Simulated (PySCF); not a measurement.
PySCF job for F3S, SMILES F[S](F)F, multiplicity 2, TDA-PBE/def2-SVPD. Geometry: PBE0-D3(BJ)/def2-TZVP. The geometry has at least one imaginary mode, so it is a saddle point at that level. The isomer is the one that the SMILES or the coordinates give; other isomers of the formula were not compared.

```python
import numpy as np
from pyscf import gto, scf, dft, tdscf

mol = gto.M(
    atom='''
    F     0.00000000    1.65734244   -0.28527984
    S     0.00000000    0.00000000   -0.35877299
    F     0.00000000   -1.65734245   -0.28527984
    F     0.00000000   -0.00000000    1.20837833
    ''',
    basis='def2-SVPD',
    charge=0,
    spin=1,
    max_memory=1600,
    verbose=4,
)
mf = dft.UKS(mol, xc='pbe').density_fit(auxbasis='def2-universal-jkfit')
mf.grids.level = 3
mf.conv_tol = 1e-9
mf.max_cycle = 100
mf.kernel()
fine, coarse = mf.grids, dft.Grids(mol).set(level=1).build(with_non0tab=True)
for _ in range(3):  # follow internal instabilities
    mf.grids = coarse
    mo, _, stable, _ = mf.stability(return_status=True, nroots=4)
    mf.grids = fine
    if stable:
        break
    mf.kernel(mf.make_rdm1(mo, mf.mo_occ))
mf.grids = dft.Grids(mol).set(level=1).build(with_non0tab=True)  # coarser grid for the response kernel
td = tdscf.TDA(mf)
td.nstates = 10
td.conv_tol = 1e-4
td.positive_eig_threshold = 1e-6
td.kernel(x0=td.get_init_guess(mf, 15))
td.analyze()
```

Program output:

```
PySCF version 2.14.0

[INPUT] verbose = 4
[INPUT] num. atoms = 4
[INPUT] num. electrons = 43
[INPUT] charge = 0
[INPUT] spin (= nelec alpha-beta = 2S) = 1
[INPUT] symmetry False subgroup None
[INPUT] Mole.unit = angstrom
[INPUT] Symbol           X                Y                Z      unit          X                Y                Z       unit  Magmom
[INPUT]  1 F      0.000000000000   1.657342440000  -0.285279840000 AA    0.000000000000   3.131923306218  -0.539100766460 Bohr   0.0
[INPUT]  2 S      0.000000000000   0.000000000000  -0.358772990000 AA    0.000000000000   0.000000000000  -0.677982691991 Bohr   0.0
[INPUT]  3 F      0.000000000000  -1.657342450000  -0.285279840000 AA    0.000000000000  -3.131923325116  -0.539100766460 Bohr   0.0
[INPUT]  4 F      0.000000000000   0.000000000000   1.208378330000 AA    0.000000000000   0.000000000000   2.283504098559 Bohr   0.0

nuclear repulsion = 191.845122339884
number of shells = 38
number of NR pGTOs = 144
number of NR cGTOs = 96
basis = def2-SVPD
ecp = {}


[settings echo left out]
init E= -697.391116533822
  alpha nocc = 22  HOMO = -0.215943720984381  LUMO = -0.0627590976695007
  beta  nocc = 21  HOMO = -0.341228109025521  LUMO = -0.215943720984381

WARN: HOMO -0.215943720984381 >= LUMO -0.215943720984381

cycle= 1 E= -696.73366044216  delta_E= 0.657  |g|= 0.588  |ddm|= 1.59
  alpha nocc = 22  HOMO = -0.225959250287789  LUMO = -0.115018884957367
  beta  nocc = 21  HOMO = -0.24417529944766  LUMO = -0.205279040268647
  HOMO = -0.225959250288  LUMO = -0.205279040269  gap/eV = 0.56274
cycle= 2 E= -695.852592895208  delta_E= 0.881  |g|= 1.66  |ddm|= 1.48
  alpha nocc = 22  HOMO = -0.264481893526441  LUMO = -0.0820307095131603
  beta  nocc = 21  HOMO = -0.329290898401871  LUMO = -0.223177737209424
  HOMO = -0.264481893526  LUMO = -0.223177737209  gap/eV = 1.12394
cycle= 3 E= -696.84613522626  delta_E= -0.994  |g|= 0.236  |ddm|= 1.12
  alpha nocc = 22  HOMO = -0.260150772869059  LUMO = -0.0868037808837427
  beta  nocc = 21  HOMO = -0.314530299043684  LUMO = -0.217446068859138
  HOMO = -0.260150772869  LUMO = -0.217446068859  gap/eV = 1.16205
cycle= 4 E= -696.862568988759  delta_E= -0.0164  |g|= 0.0954  |ddm|= 0.209
  alpha nocc = 22  HOMO = -0.259873928282069  LUMO = -0.0823747740854306
  beta  nocc = 21  HOMO = -0.316895614847437  LUMO = -0.215701385200215
  HOMO = -0.259873928282  LUMO = -0.2157013852  gap/eV = 1.20200
cycle= 5 E= -696.865612389927  delta_E= -0.00304  |g|= 0.0194  |ddm|= 0.0841
  alpha nocc = 22  HOMO = -0.261760231600262  LUMO = -0.0841587028552091
  beta  nocc = 21  HOMO = -0.317598299628187  LUMO = -0.217013625693213
  HOMO = -0.2617602316  LUMO = -0.217013625693  gap/eV = 1.21762
cycle= 6 E= -696.865799226566  delta_E= -0.000187  |g|= 0.0033  |ddm|= 0.0252
  alpha nocc = 22  HOMO = -0.2613388227741  LUMO = -0.0835549885655942
  beta  nocc = 21  HOMO = -0.317402510275461  LUMO = -0.216295144414378
  HOMO = -0.261338822774  LUMO = -0.216295144414  gap/eV = 1.22570
cycle= 7 E= -696.865804614129  delta_E= -5.39e-06  |g|= 0.000744  |ddm|= 0.00443
  alpha nocc = 22  HOMO = -0.261570894158018  LUMO = -0.0837377180675478
  beta  nocc = 21  HOMO = -0.317591302924456  LUMO = -0.216440719778515
  HOMO = -0.261570894158  LUMO = -0.216440719779  gap/eV = 1.22805
cycle= 8 E= -696.86580492138  delta_E= -3.07e-07  |g|= 0.000299  |ddm|= 0.00124
  alpha nocc = 22  HOMO = -0.261561158826026  LUMO = -0.0837235634905946
  beta  nocc = 21  HOMO = -0.317546141277449  LUMO = -0.216396682230076
  HOMO = -0.261561158826  LUMO = -0.21639668223  gap/eV = 1.22899
cycle= 9 E= -696.865804965238  delta_E= -4.39e-08  |g|= 4.17e-05  |ddm|= 0.000382
  alpha nocc = 22  HOMO = -0.261562323997253  LUMO = -0.0837247248699917
  beta  nocc = 21  HOMO = -0.317547318394035  LUMO = -0.216394054947007
  HOMO = -0.261562323997  LUMO = -0.216394054947  gap/eV = 1.22909
cycle= 10 E= -696.865804966275  delta_E= -1.04e-09  |g|= 1.33e-05  |ddm|= 7.73e-05
  alpha nocc = 22  HOMO = -0.261562513102621  LUMO = -0.0837244033689681
  beta  nocc = 21  HOMO = -0.317548248395055  LUMO = -0.216393921018776
  HOMO = -0.261562513103  LUMO = -0.216393921019  gap/eV = 1.22910
cycle= 11 E= -696.865804966342  delta_E= -6.67e-11  |g|= 1.9e-06  |ddm|= 1.31e-05
  alpha nocc = 22  HOMO = -0.261562545497853  LUMO = -0.0837245165745784
  beta  nocc = 21  HOMO = -0.317548443149004  LUMO = -0.216394052814759
  HOMO = -0.261562545498  LUMO = -0.216394052815  gap/eV = 1.22910
Extra cycle  E= -696.865804966332  delta_E= 1e-11  |g|= 5.73e-06  |ddm|= 5.49e-06
converged SCF energy = -696.865804966332  <S^2> = 0.75315729  2S+1 = 2.0031548
tot grids = 22216
uhf_internal: lowest eigs of H = [0.7043451  0.70643265 0.71623277 0.72306   ]
<class 'pyscf.df.df_jk.DFUKS'> wavefunction is stable in the internal stability analysis
tot grids = 22216
Overwritten attributes  positive_eig_threshold  of <class 'pyscf.tdscf.uks.TDA'>


******** <class 'pyscf.tdscf.uks.TDA'> for <class 'pyscf.df.df_jk.DFUKS'> ********
nstates = 10
deg_eia_thresh = 1.000e-03
wfnsym = None
conv_tol = 0.0001
eigh lindep = 1e-12
eigh level_shift = 0
eigh max_cycle = 100


Excitation energies (eV)
[2.87431581 3.97570445 4.52889728 4.80488853 5.254704   5.33276931
 5.89104117 6.28455443 6.88843571 7.03055761]

** Excitation energies and oscillator strengths **
Excited State   1:      2.87432 eV    431.35 nm  f=0.0052
      22a ->   23a      0.15127
      21b ->   22b     -0.98531
Excited State   2:      3.97570 eV    311.85 nm  f=0.0000
      20b ->   22b     -0.99971
Excited State   3:      4.52890 eV    273.76 nm  f=0.0031
      22a ->   23a      0.96678
      18b ->   22b     -0.18836
      21b ->   22b      0.14118
Excited State   4:      4.80489 eV    258.04 nm  f=0.0013
      22a ->   23a     -0.18149
      18b ->   22b     -0.98107
Excited State   5:      5.25470 eV    235.95 nm  f=0.0464
      20a ->   23a      0.14550
      21a ->   24a     -0.11054
      19b ->   22b     -0.96030
      21b ->   24b     -0.10019
Excited State   6:      5.33277 eV    232.49 nm  f=0.0033
      19a ->   23a     -0.14583
      21a ->   23a      0.11361
      17b ->   22b     -0.96418
      18b ->   23b     -0.11121
Excited State   7:      5.89104 eV    210.46 nm  f=0.0001
      21a ->   23a     -0.69159
      21b ->   23b      0.70673
Excited State   8:      6.28455 eV    197.28 nm  f=0.0000
      16b ->   22b     -0.99774
Excited State   9:      6.88844 eV    179.99 nm  f=0.0341
      21a ->   23a     -0.69378
      15b ->   22b      0.19840
      21b ->   23b     -0.66546
Excited State  10:      7.03056 eV    176.35 nm  f=0.0000
      22a ->   24a     -0.99395

** Transition electric dipole moments (AU) **
state          X           Y           Z        Dip. S.      Osc.
  1        -0.2725      0.0000     -0.0000      0.0742      0.0052
  2        -0.0000     -0.0000     -0.0000      0.0000      0.0000
  3         0.1658      0.0000      0.0000      0.0275      0.0031
  4        -0.1059     -0.0000     -0.0000      0.0112      0.0013
  5        -0.0000      0.6001      0.0000      0.3601      0.0464
  6         0.0000      0.0001     -0.1580      0.0250      0.0033
  7        -0.0000      0.0000     -0.0316      0.0010      0.0001
  8         0.0000     -0.0000      0.0000      0.0000      0.0000
  9         0.0000     -0.0000     -0.4497      0.2022      0.0341
 10        -0.0000      0.0000     -0.0000      0.0000      0.0000

** Transition velocity dipole moments (imaginary part, AU) **
state          X           Y           Z        Dip. S.      Osc.
  1         0.0577      0.0000      0.0000      0.0033      0.0210
  2         0.0000     -0.0000     -0.0000      0.0000      0.0000
  3        -0.0628     -0.0000      0.0000      0.0039      0.0158
  4         0.0164      0.0000      0.0000      0.0003      0.0010
  5         0.0000     -0.0403     -0.0000      0.0016      0.0056
  6        -0.0000     -0.0000      0.0099      0.0001      0.0003
  7         0.0000      0.0000      0.0003      0.0000      0.0000
  8        -0.0000     -0.0000     -0.0000      0.0000      0.0000
  9        -0.0000      0.0000     -0.0319      0.0010      0.0027
 10        -0.0000      0.0000      0.0000      0.0000      0.0000

** Transition magnetic dipole moments (imaginary part, AU) **
state          X           Y           Z
  1        -0.0000     -0.4085     -0.0000
  2         0.0000      0.0000     -0.2309
  3         0.0000      0.8251      0.0000
  4         0.0000      0.1473      0.0000
  5         0.0425     -0.0000     -0.0000
  6         0.0000      0.0000     -0.0000
  7         0.0000     -0.0000      0.0000
  8         0.0000      0.0000     -0.6130
  9         0.0000      0.0000     -0.0000
 10        -0.0000     -0.0000      0.7410
```

Self-consistency was reached.
